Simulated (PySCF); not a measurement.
BGeH₅O₂S, SMILES OB(O)[S][GeH3].

Geometry: PBE0-D3(BJ)/def2-SVP. This is a generated structure with no PubChem entry under its InChIKey; it may be hypothetical. The values are those of a single conformer.

Level of theory: PySCF with TDA-PBE/def2-SVPD.

Vertical excitations. 

Q: Estimate the UV-visible absorptions. (Estimate from the structure and the level; the computed values follow.)

A: 
```tsv
state	energy (eV)	λ (nm)	f	main pairs
S1	5.10	243	0.015	HOMO→LUMO 99 %
S2	5.41	229	0.001	HOMO→LUMO+1 99 %
S3	6.11	203	0.026	HOMO→LUMO+2 78 %, HOMO−1→LUMO 16 %
S4	6.35	195	0.029	HOMO−1→LUMO 68 %, HOMO→LUMO+4 12 %
S5	6.44	193	0.007	HOMO→LUMO+3 90 %
S6	6.48	191	0.004	HOMO→LUMO+4 73 %
S7	6.60	188	0.011	HOMO−2→LUMO 60 %, HOMO−1→LUMO+1 34 %
S8	6.63	187	0.011	HOMO−1→LUMO+1 62 %, HOMO−2→LUMO 23 %
S9	7.02	177	0.001	HOMO−2→LUMO+1 99 %
S10	7.11	174	0.050	HOMO→LUMO+6 43 %, HOMO−3→LUMO 25 %, HOMO−1→LUMO+2 18 %, HOMO→LUMO+7 7 %
T1	4.72	262	0	HOMO→LUMO 99 %
T2	5.30	234	0	HOMO→LUMO+1 100 %
T3	5.71	217	0	HOMO→LUMO+2 92 %
T4	5.87	211	0	HOMO−1→LUMO 89 %
```
Triplets are in the Tamm–Dancoff approximation.
